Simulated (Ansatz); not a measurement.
Start from `O=C=N[SiH3]` and change one atom or group to get `[CH3][AlH][N]=C=O`.

Ansatz, PBE0-D4/def2-TZVP geometries, multiplicity 1. Each molecule was computed in one conformer, which needn't be the lowest.

```tsv
property	`O=C=N[SiH3]`
HOMO energy (B3LYP/def2-TZVPP) / eV	-8.48
size of the dipole moment (PBE/def2-TZVPP) / D	1.98
HOMO–LUMO gap (PBE0/def2-TZVPP) / eV	8.81
LUMO energy (PBE0/def2-TZVPP) / eV	0.10
HOMO energy (PBE/def2-TZVPP) / eV	-7.33
LUMO energy (PBE/def2-TZVPP) / eV	-0.73
```

Task: Give the same properties after the change, and the shifts. (Estimate.)

Result: The calculation gave: 
| property | `[CH3][AlH][N]=C=O` | shift |
| --- | --- | --- |
| HOMO energy (B3LYP/def2-TZVPP) / eV | -7.86 | 0.62 |
| size of the dipole moment (PBE/def2-TZVPP) / D | 2.54 | 0.56 |
| HOMO–LUMO gap (PBE0/def2-TZVPP) / eV | 6.79 | -2.02 |
| LUMO energy (PBE0/def2-TZVPP) / eV | -1.28 | -1.38 |
| HOMO energy (PBE/def2-TZVPP) / eV | -6.76 | 0.57 |
| LUMO energy (PBE/def2-TZVPP) / eV | -2.05 | -1.32 |

With PBE0 the HOMO rises by 0.64 eV and the LUMO falls by 1.38 eV, so the gap narrows by about 2.02 eV. PBE moves the HOMO by 0.57 eV and ωB97M-V by 0.67 eV. Dipoles are sizes alone; their direction can turn.

B3LYP here is the variant with VWN-RPA as its local correlation; programs differ in this.
